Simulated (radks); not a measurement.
Question: Sn3+, configuration [Kr] 4d10 5p1 (not the ground configuration). Method: Dirac Kohn-Sham, PBEsol, spin-unpolarised, spherical densities, finite nucleus; open shells are shared between the two j in proportion to 2j + 1; Fermi nuclear charge, rms radius 4.6519 fm; computed with a radial shooting solver on a logarithmic mesh with Libxc functionals. Some entries of the table are withheld. Estimate them.

| orbital | occ. | eigenvalue (hartree) | <1/r> (bohr^-1) |
|---|---|---|---|
| 1s1/2 | 2 | -1066.080 | 53.06 |
| 2s1/2 | 2 | -161.8720 | 12.31 |
| 2p1/2 | 2 | (1) | 12.29 |
| 2p3/2 | 4 | (2) | 11.44 |
| 3s1/2 | 2 | -32.15092 | 4.349 |
| 3p1/2 | 2 | -27.85664 | (3) |
| 3p3/2 | 4 | -26.31019 | (4) |
| 3d3/2 | 4 | (5) | (6) |
| 3d5/2 | 6 | (7) | (8) |
| 4s1/2 | 2 | -6.04847 | 1.708 |
| 4p1/2 | 2 | -4.61906 | 1.592 |
| 4p3/2 | 4 | -4.33936 | 1.525 |
| 4d3/2 | 4 | (9) | 1.244 |
| 4d5/2 | 6 | (10) | 1.227 |
| 5p1/2 | 0.333333 | -1.03211 | (11) |
| 5p3/2 | 0.666667 | -0.99898 | (12) |

Answer: 
(1) 2p1/2 eigenvalue (hartree): -151.3058
(2) 2p3/2 eigenvalue (hartree): -142.8366
(3) 3p1/2 <1/r> (bohr^-1): 4.258
(4) 3p3/2 <1/r> (bohr^-1): 4.051
(5) 3d3/2 eigenvalue (hartree): -18.71125
(6) 3d3/2 <1/r> (bohr^-1): 3.898
(7) 3d5/2 eigenvalue (hartree): -18.39191
(8) 3d5/2 <1/r> (bohr^-1): 3.844
(9) 4d3/2 eigenvalue (hartree): -2.09476
(10) 4d5/2 eigenvalue (hartree): -2.05544
(11) 5p1/2 <1/r> (bohr^-1): 0.5329
(12) 5p3/2 <1/r> (bohr^-1): 0.5159
